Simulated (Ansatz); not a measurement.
The first iterations of a band of AlClH2OS (6 atoms, charge 0, multiplicity 1).

Theory: RKS B3LYP-D4/def2-SVP (Ansatz).

```yaml
movable_images: 5
climbing_image: yes
spring: 5.0 eV/Å²
optimiser: quadratic models (default)
start_path: IDPP
force_threshold: 0.05 eV/Å
iteration_limit: 60
end_points: as typed, not relaxed
```

Initial state:

```xyz
6
Properties=species:S:1:pos:R:3
O 0.531 1.505 -0.710
Al -0.124 -0.138 -0.322
S 0.315 -1.054 1.683
Cl -1.226 -1.259 -1.810
H 1.374 1.396 -1.150
H -0.828 -0.513 2.263
```

Final state:

```xyz
6
Properties=species:S:1:pos:R:3
O 1.110 1.057 -0.929
Al 0.067 -0.332 -0.413
S 0.220 -1.101 1.693
Cl -1.234 -1.314 -1.837
H 0.652 1.870 -0.717
H -0.773 -0.245 2.157
```

| iteration | highest image above the first end (eV) | largest band force component (eV/Å) |
| --- | --- | --- |
| 1 | 0.015 | 1.492 |
| 2 | 0.015 | 0.739 |
| 3 | 0.015 | 0.343 |
| 4 | 0.015 | 0.564 |
| 5 | 0.015 | 0.446 |
| 6 | 0.015 | 0.820 |
| 7 | 0.015 | 1.527 |
| 8 | 0.015 | 1.335 |
| 9 | 0.015 | 1.613 |
| 10 | 0.015 | 1.393 |
| 11 | 0.015 | 1.354 |
| 12 | 0.015 | 1.372 |
| 13 | 0.015 | 1.011 |
| 14 | 0.015 | 1.584 |
| 15 | 0.015 | 1.152 |
| 16 | 0.015 | 1.812 |
| 17 | 0.015 | 1.618 |
| 18 | 0.015 | 1.889 |
| 19 | 0.015 | 1.267 |
| 20 | 0.015 | 1.755 |

Q: Does the band converge within its limit, and where does its top end?

A: It did not converge within its limit. It ended after 60 iterations with the highest image 0.015 eV above the first end. The band didn't meet its force threshold, so its energies are provisional: the largest band force was still 1.42 eV/Å, and over the last iterations the top stayed at 0.01 eV. The end points aren't both relaxed to the band's threshold either. Inner images lie below an end point, which means an intermediate or an end that isn't the lowest structure nearby.

Run time: 10 min on 1 thread of Arm Neoverse V2 (shared host), peak memory 0.15 GiB.
